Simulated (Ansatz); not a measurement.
Start from `O[SiH]([SiH3])O[SiH3]` and change one atom or group to get `O[SiH]([SiH3])[GaH2]`.

Ansatz, PBE0-D4/def2-TZVP geometries, multiplicity 1. Each molecule was computed in one conformer, which needn't be the lowest.

Scalar relativity is left out up to krypton.

```tsv
property	`O[SiH]([SiH3])O[SiH3]`
HOMO energy (PBE/def2-TZVPP) / eV	-6.57
HOMO energy (ωB97M-V/def2-TZVPP) / eV	-9.87
HOMO–LUMO gap (PBE0/def2-TZVPP) / eV	7.46
zero-point energy (PBE0-D4/def2-TZVP) / kJ/mol	205.2
ideal-gas entropy at 298 K and 1 bar (rigid rotor, harmonic PBE0-D4/def2-TZVP) / J/(mol·K)	420
HOMO–LUMO gap (B3LYP/def2-TZVPP) / eV	7.08
```

(1) What does the change do to each property? (Best estimate.)

Results:

(1) Ansatz gave: 
```
                                                                                  property  `O[SiH]([SiH3])[GaH2]`  shift
                                                         HOMO energy (PBE/def2-TZVPP) / eV                   -6.09   0.48
                                                     HOMO energy (ωB97M-V/def2-TZVPP) / eV                   -9.12   0.75
                                                      HOMO–LUMO gap (PBE0/def2-TZVPP) / eV                    4.97  -2.49
                                            zero-point energy (PBE0-D4/def2-TZVP) / kJ/mol                   159.7  -45.5
ideal-gas entropy at 298 K and 1 bar (rigid rotor, harmonic PBE0-D4/def2-TZVP) / J/(mol·K)                     396    -24
                                                     HOMO–LUMO gap (B3LYP/def2-TZVPP) / eV                    4.54  -2.54
```

With PBE0 the HOMO rises by 0.64 eV and the LUMO falls by 1.86 eV, so the gap narrows by about 2.50 eV. PBE moves the HOMO by 0.48 eV and ωB97M-V by 0.75 eV. The zero-point energy changes by -45.5 kJ/mol with -6 modes. Modes under 60 cm⁻¹, often nearly free rotors, make the harmonic entropy too high.

B3LYP here is the variant with VWN-RPA as its local correlation; programs differ in this.
